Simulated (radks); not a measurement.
Results of a calculation; reference values are marked as such.
These are the eigenvalues of the occupied orbitals of an atom or ion with whole-number occupations (hartree). Code: a radial shooting solver on a logarithmic mesh with Libxc functionals. Model: scalar-relativistic Kohn-Sham, r2SCAN, spin-unpolarised, spherical densities, finite nucleus; meta-GGA in the generalised Kohn-Sham scheme; Fermi nuclear charge, rms radius of each element as measured or else 0.836 A^(1/3) + 0.57 fm.

| orbital | eigenvalue |
|---|---|
| 1s | -1165.114 |
| 2s | -179.8899 |
| 2p | -161.4471 |
| 3s | -36.61836 |
| 3p | -30.58236 |
| 3d | -21.47182 |
| 4s | -6.91113 |
| 4p | -5.03174 |
| 4d | -2.28165 |
| 5s | -1.21894 |
| 5p | -0.82343 |

Which element is it, and in what charge state? The configuration may be excited.

Answer. Z = 52, tellurium, charge +2: Te2+ in [Kr] 4d10 5s2 5p2. The list shows which subshells hold electrons but not how many an open one holds; the 1s level, -1165.1 hartree, gives Z - s = 48.3 by -(Z - s)^2/2, which with screening and relativity narrows Z to a few neighbours, and the depths of the outer levels then fix element, charge and occupations together.
